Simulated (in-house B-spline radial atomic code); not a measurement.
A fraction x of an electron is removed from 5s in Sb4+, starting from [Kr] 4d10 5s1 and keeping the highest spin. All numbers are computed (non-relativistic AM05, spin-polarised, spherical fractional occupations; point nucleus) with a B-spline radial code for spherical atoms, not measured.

```
   x  E(x) - E(0) (eV)  5s up level (eV)
   0            0.0000           -48.603
0.01            0.4865           -48.704
 0.2            9.9222           -50.618
0.36           18.1497           -52.225
0.48           24.4887           -53.424
 0.5           25.5592           -53.624
0.51           26.0959           -53.723
0.63           32.6143           -54.916
0.85           44.9348           -57.083
0.99           53.0219           -58.444
   1           53.6068                 -
```

The exact functional would give a straight line between the two integer points. Deviations E(x) - E(0) - x[E(1) - E(0)], in eV: -0.05 at x = 0.01, -0.799 at x = 0.2, -1.149 at x = 0.36, -1.243 at x = 0.48, -1.244 at x = 0.5, -1.244 at x = 0.51, -1.158 at x = 0.63, -0.631 at x = 0.85, -0.049 at x = 0.99.

The curve lies below the straight line by up to 1.244 eV (at x = 0.5): convex, the delocalisation error that favours fractional charges.

Problem. How well does Slater's transition state (minus the level at half occupation) give the ionisation energy?

Solution. It gives 53.624 eV against 53.607 eV from the two total energies; NIST lists 55.00 eV, ground level to ground level.
